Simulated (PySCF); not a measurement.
Simulation results for B$_{2}$H$_{3}$NSi, AlB$_{2}$H$_{3}$N, CH$_{3}$AlBN, CH$_{5}$BNSi

All values are calculated (PySCF 2.14.0). Calculation on a computer-drawn molecule: optimised geometry and harmonic frequencies of an isolated molecule of the commonest isotopes, restricted reference for singlets and unrestricted otherwise, frozen core in MP2.

Common to all runs: basis cc-pV(D+d)Z.

(1) B$_{2}$H$_{3}$NSi

Start structure:
```xyz
7
B2H3NSi
B     -4.3937    -0.1312     2.4613
N     -3.4650    -0.9136     2.1989
B     -2.4318    -1.8324     1.9060
Si    -2.8252    -3.8426     1.8497
H     -5.2659     0.6105     2.7078
H     -1.3283    -1.4062     1.6622
H     -2.4320    -4.0336     3.3055
```

Here we set charge 0, multiplicity 1 and method MP2.

The calculation gives: rotational constants 21.55, 2.982, 2.683 GHz; total energy -394.8635 hartree; convergence status largest gradient component 3.373e-05 hartree/bohr.

Drawn bonds:
```csv
atom,other atom,order
1,2,2
2,3,1
3,4,1
1,5,1
3,6,1
4,7,1
```

Optimised structure:
```xyz
7
B2H3NSi
B     -4.3929    -0.2018     2.4821
N     -3.3902    -0.9285     2.1875
B     -2.3399    -1.8416     1.8698
Si    -2.9247    -3.7884     1.8490
H     -5.3073     0.4927     2.7519
H     -1.2367    -1.4045     1.6266
H     -2.5502    -3.8771     3.3245
```

Modes:
```csv
frequency (cm⁻¹),reduced mass (dalton)
30.47,5.447
184.8,2.399
276.6,4.196
351.9,1.339
420.9,1.055
588.7,3.844
663.5,1.311
740.6,1.347
827.6,1.536
971.8,2.044
1111,2.277
1856,5.986
2090,1.041
2621,1.092
2910,1.173
```

(2) AlB$_{2}$H$_{3}$N

Start structure:
```xyz
7
AlB2H3N
B     -2.3087     0.8744    -2.5619
N     -1.5802    -0.0507    -2.0634
B     -0.8900    -0.9165    -1.4623
Al     0.4811    -2.5321    -0.5858
H     -2.9091     1.6959    -3.0661
H     -0.0798    -3.3060     0.6471
H      1.8265    -2.8710    -1.1998
```

Here we set charge 1, multiplicity 1 and method HF.

Results for AlB$_{2}$H$_{3}$N: rotational constants 121.6, 1.969, 1.938 GHz; total energy -347.2726 hartree; convergence status largest gradient component 1.073e-05 hartree/bohr.

Drawn bonds:
```csv
atom,other atom,order
1,2,2
2,3,1
3,4,1
1,5,1
4,6,1
4,7,1
```

Optimised structure:
```xyz
7
AlB2H3N
B     -2.2654     0.8421    -2.5528
N     -1.5379    -0.0662    -2.0232
B     -0.7972    -0.9928    -1.4832
Al     0.4630    -2.5695    -0.5644
H     -2.9301     1.6720    -3.0366
H     -0.2115    -3.2315     0.6717
H      1.8188    -2.7601    -1.3038
```

Modes:
```csv
frequency (cm⁻¹),reduced mass (dalton)
103.8,3.321
110.6,3.786
263.2,2.694
297.8,6.087
362.6,9.983
535.9,1.594
611.5,1.206
773.3,1.06
832.4,1.347
833.1,1.349
1366,6.799
2031,6.647
2085,1.038
2115,1.068
3020,1.167
```

(3) AlB$_{2}$H$_{3}$N

Start structure:
```xyz
7
AlB2H3N
B     -2.2654     0.8421    -2.5528
N     -1.5379    -0.0663    -2.0232
B     -0.7972    -0.9928    -1.4832
Al     0.4630    -2.5695    -0.5644
H     -2.9301     1.6720    -3.0366
H     -0.2115    -3.2315     0.6717
H      1.8188    -2.7601    -1.3038
```

Settings of this run: charge 1, multiplicity 1 and method MP2.

It finds rotational constants 120.6, 1.948, 1.917 GHz; total energy -347.6094 hartree; convergence status largest gradient component 1.839e-05 hartree/bohr.

Drawn bonds:
```csv
atom,other atom,order
1,2,2
2,3,1
3,4,1
1,5,1
4,6,1
4,7,1
```

Optimised structure:
```xyz
7
AlB2H3N
B     -2.2760     0.8551    -2.5603
N     -1.5367    -0.0679    -2.0225
B     -0.7851    -1.0074    -1.4752
Al     0.4717    -2.5801    -0.5582
H     -2.9462     1.6919    -3.0478
H     -0.2138    -3.2352     0.6776
H      1.8258    -2.7626    -1.3059
```

Modes:
```csv
frequency (cm⁻¹),reduced mass (dalton)
95.01,3.363
101.8,3.831
241.9,2.783
274.7,6.38
355.5,9.835
511.1,1.565
592,1.196
743.4,1.062
762.3,1.338
763.6,1.342
1283,6.873
1957,7.524
2050,1.021
2088,1.069
2931,1.163
```

(4) AlB$_{2}$H$_{3}$N

Start structure:
```xyz
7
AlB2H3N
B     -1.3218    -1.0955     1.8435
N     -0.7390    -1.4757     0.8341
B      0.2099    -1.8043    -0.2307
Al    -0.6225    -1.8675    -2.0124
H     -1.8909    -0.7100     2.6861
H      1.0426    -2.6557    -0.0261
H     -1.4508    -1.7611    -3.4376
```

Here we set charge 0, multiplicity 2 and method HF.

It finds rotational constants 25.87, 2.602, 2.402 GHz; total energy -347.4703 hartree; spin squared 0.7797; convergence status largest gradient component 2.012e-05 hartree/bohr.

Drawn bonds:
```csv
atom,other atom,order
1,2,2
2,3,1
3,4,1
1,5,1
3,6,1
4,7,1
```

Optimised structure:
```xyz
7
AlB2H3N
B     -1.3073    -1.0649     1.8297
N     -0.6796    -1.5243     0.8605
B      0.0239    -2.0370    -0.2520
Al    -0.9964    -2.4427    -2.1188
H     -1.9009    -0.6322     2.7419
H      1.1936    -2.3003    -0.1063
H     -1.1058    -1.3684    -3.2981
```

Modes:
```csv
frequency (cm⁻¹),reduced mass (dalton)
109.6,2.783
172.9,1.733
241.9,2.086
320.3,5.268
425.9,1.074
525.8,4.342
780.5,1.579
783.2,1.353
837.2,1.365
1039,2.006
1165,2.184
1901,1.052
2002,5.271
2628,1.089
2992,1.193
```

(5) AlB$_{2}$H$_{3}$N

Start structure:
```xyz
7
AlB2H3N
B     -1.3073    -1.0649     1.8297
N     -0.6796    -1.5243     0.8605
B      0.0239    -2.0370    -0.2520
Al    -0.9964    -2.4427    -2.1188
H     -1.9009    -0.6322     2.7419
H      1.1936    -2.3003    -0.1063
H     -1.1058    -1.3684    -3.2981
```

Here we set charge 0, multiplicity 2 and method MP2.

The calculation gives: rotational constants 24.56, 2.63, 2.411 GHz; total energy -347.8317 hartree; spin squared 0.7799; convergence status largest gradient component 1.997e-05 hartree/bohr.

Drawn bonds:
```csv
atom,other atom,order
1,2,2
2,3,1
3,4,1
1,5,1
3,6,1
4,7,1
```

Optimised structure:
```xyz
7
AlB2H3N
B     -1.3220    -1.0575     1.8304
N     -0.6577    -1.5306     0.8527
B      0.0565    -2.0443    -0.2654
Al    -0.9893    -2.4216    -2.1065
H     -1.9365    -0.6198     2.7369
H      1.2236    -2.3313    -0.0997
H     -1.1470    -1.3647    -3.2915
```

Modes:
```csv
frequency (cm⁻¹),reduced mass (dalton)
96.63,3.276
176.6,1.938
242.5,1.835
304.9,4.845
377.9,1.079
521.3,4.182
658.8,1.307
737.7,1.503
744,1.408
985.4,1.882
1102,2.342
1858,5.192
1900,1.074
2603,1.091
2910,1.173
```

(6) AlB$_{2}$H$_{3}$N

Start structure:
```xyz
7
AlB2H3N
B      0.5026     2.0024    -1.6306
N      0.2923     0.9454    -0.9121
B      0.0154    -0.1142    -0.1928
Al    -0.3976    -1.7505     0.9686
H      0.6490     2.9304    -2.3003
H     -0.8073    -1.7735     2.5157
H     -0.2984    -3.2325     0.3898
```

Settings of this run: charge 0, multiplicity 2 and method HF.

Results for AlB$_{2}$H$_{3}$N: rotational constants 131.1, 2.087, 2.054 GHz; total energy -347.4701 hartree; spin squared 0.7877; convergence status largest gradient component 2.313e-05 hartree/bohr.

Drawn bonds:
```csv
atom,other atom,order
1,2,2
2,3,1
3,4,1
1,5,1
4,6,1
4,7,1
```

Optimised structure:
```xyz
7
AlB2H3N
B      0.4744     1.9645    -1.6101
N      0.2416     0.9443    -0.9108
B     -0.0083    -0.1505    -0.1601
Al    -0.3861    -1.8066     0.9755
H      0.6903     2.9124    -2.2599
H     -0.7869    -1.6204     2.4938
H     -0.2689    -3.2362     0.3101
```

Modes:
```csv
frequency (cm⁻¹),reduced mass (dalton)
118.2,3.173
122.6,5.006
289.6,2.508
346.5,6.217
455.7,8.522
550,1.741
558.5,1.134
663.1,1.336
814.1,1.07
834.4,1.353
1318,8.275
1836,6.726
1979,1.061
1983,1.023
2993,1.159
```

(7) CH$_{3}$AlBN

Start structure:
```xyz
7
CH3AlBN
B     -0.3097    -2.0984     0.7325
N     -0.9317    -1.1675     0.1891
C     -1.4765     0.0360    -0.3926
Al    -2.8259    -1.1929    -1.0197
H      0.1270    -2.9171     1.2570
H     -1.5218     0.7884     0.4595
H     -0.6093     0.5093    -1.0368
```

Settings of this run: charge 0, multiplicity 1 and method HF.

The calculation gives: rotational constants 11.91, 5.531, 3.869 GHz; total energy -360.6442 hartree; convergence status largest gradient component 2.534e-05 hartree/bohr.

Drawn bonds:
```csv
atom,other atom,order
1,2,2
2,3,1
3,4,1
1,5,1
3,6,1
3,7,1
```

Optimised structure:
```xyz
7
CH3AlBN
B     -0.3949    -2.1100     0.7211
N     -0.7268    -1.0013     0.2790
C     -1.3630     0.1082    -0.3562
Al    -2.6815    -1.3430    -0.8930
H     -0.0082    -3.1174     1.1768
H     -1.6583     0.8647     0.3722
H     -0.7152     0.5565    -1.1108
```

Modes:
```csv
frequency (cm⁻¹),reduced mass (dalton)
111.9,6.538
280,3.066
408.2,6.689
565.3,4.346
589.3,1.168
750.1,1.313
804.2,1.328
963.5,5.633
1172,1.297
1278,1.172
1561,1.088
2010,5.095
2991,1.198
3198,1.054
3258,1.109
```

(8) CH$_{5}$BNSi

Start structure:
```xyz
9
CH5BNSi
B     -1.4639    -2.1716    -3.2012
N     -0.6189    -1.6451    -2.3610
C      0.1374    -1.0987    -1.5131
Si     0.1097     0.7659    -1.0900
H     -2.1913    -2.5686    -3.9708
H      0.8461    -1.7405    -0.9777
H      1.1460     1.0142    -0.0831
H     -1.1958     1.0915    -0.5916
H      0.4475     1.5274    -2.3440
```

It was run with charge 0, multiplicity 2 and method HF.

It finds rotational constants 23.9, 2.887, 2.654 GHz; total energy -408.8226 hartree; spin squared 0.8054; convergence status largest gradient component 3.044e-05 hartree/bohr.

Drawn bonds:
```csv
atom,other atom,order
1,2,2
2,3,1
3,4,1
1,5,1
3,6,1
4,7,1
4,8,1
4,9,1
```

Optimised structure:
```xyz
9
CH5BNSi
B     -1.4482    -2.1290    -3.2044
N     -0.6643    -1.6521    -2.3703
C      0.1733    -1.0990    -1.4693
Si     0.1266     0.7324    -1.1059
H     -2.1868    -2.5840    -3.9911
H      0.8644    -1.7798    -0.9784
H      1.1558     1.0367    -0.0847
H     -1.2067     1.1319    -0.5956
H      0.4027     1.5174    -2.3327
```

Modes:
```csv
frequency (cm⁻¹),reduced mass (dalton)
84.93,1.138
147.8,3.327
336.2,2.33
371,3.931
466.1,1.542
633,1.864
689.7,1.353
698.9,1.296
790.2,1.348
821.6,2.193
1018,1.042
1020,1.102
1039,1.043
1161,3.515
1415,1.416
1949,5.823
2296,1.051
2306,1.045
2316,1.024
2985,1.18
3276,1.086
```
